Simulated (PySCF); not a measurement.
All of these have the formula C5H8O2. Theory: TDDFT CAM-B3LYP/def2-SVPD, vertical, gas phase, core orbitals frozen in the response (PySCF). Geometries: PBE0-D3(BJ)/def2-SVP; one conformer of each isolated species. Triplets are in the Tamm–Dancoff approximation.

Question: Rank by computed lowest singlet excitation energy, highest first.
A. `CC(=O)/C=C(/C)O`
B. `CO/C=C\CC=O`
C. `C=C[C@H](C)C(=O)O`
D. `C/C=C(\C)C(=O)O`
E. `O=C1CCCCO1`

Answer: C (5.79 eV), E (5.66 eV), D (5.28 eV), A (4.53 eV), B (4.27 eV).

| SMILES | S1 (eV) | HOMO (eV) | T1 (eV) | gap (eV) | LUMO (eV) | α (au) | S1 mainly |
| --- | --- | --- | --- | --- | --- | --- | --- |
| C=C[C@H](C)C(=O)O | 5.79 | -9.07 | 4.32 | 9.69 | 0.62 | 68.7 | H-1→L (38%) |
| O=C1CCCCO1 | 5.66 | -9.24 | 5.16 | 10.09 | 0.86 | 63.7 | H→L+1 (45%) |
| C/C=C(\C)C(=O)O | 5.28 | -8.82 | 3.70 | 8.79 | -0.03 | 70.9 | H-1→L (92%) |
| CC(=O)/C=C(/C)O | 4.53 | -8.35 | 3.39 | 8.14 | -0.20 | 72.1 | H-1→L (96%) |
| CO/C=C\CC=O | 4.27 | -7.98 | – | 8.45 | 0.46 | 72.1 | H-1→L (50%) |

H and L stand for HOMO and LUMO; a dash means that no computed state gives the value.
